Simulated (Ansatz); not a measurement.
CH6BClSi can be A, `C[SiH2]BCl`, or B, `CB[SiH2]Cl`.

Program: Ansatz. Geometries: PBE0-D4/def2-TZVP. ΔE: electronic, gas phase. CBS: MP2 limit from def2 TZ/QZ plus the TZ coupled-cluster correction, frozen cores. DFT in def2-TZVPP. Each species was taken in one conformer, which may not be the lowest.

(1) Which is lower in electronic energy at CCSD(T)/CBS, and by how much? (Estimate.)

(2) Give E(B) − E(A) in kJ/mol with BLYP-D4, HF/def2-TZVPP, CCSD(T)/def2-SVP, MP2/def2-TZVPP, CCSD(T)/def2-TZVPP, r2SCAN-D4, B2PLYP. (Best estimate.)

(3) Does the order hold for the free energy at 298.15 K (harmonic terms from PBE0-D4)? (An estimate is asked.)

Largest T1 diagnostic: 0.012.

## Answers

(1) Computed: B, by 3.8 kJ/mol.

(2) Computed: BLYP-D4 -2.4, HF/def2-TZVPP -15.1, CCSD(T)/def2-SVP 10.5, MP2/def2-TZVPP -1.3, CCSD(T)/def2-TZVPP -0.3, r2SCAN-D4 -4.4, B2PLYP -4.6. The order is the other way round with CCSD(T)/def2-SVP.

(3) The calculation gave: Yes: G(B) − G(A) = -5.3 kJ/mol, for one conformer each. Modes under 60 cm⁻¹, often nearly free rotors, make the harmonic entropy too high.

From BLYP to BHLYP (50 % exact exchange), in def2-TZVPP and without D4, E(B) − E(A) moves by −5.7 kJ/mol. Leaving LDA and LC-ωPBE aside and taking each functional with its dispersion term where it has one, the values, not all of them listed here, spread over 8.4 kJ/mol, from BHLYP-D4 to revPBE-D4.
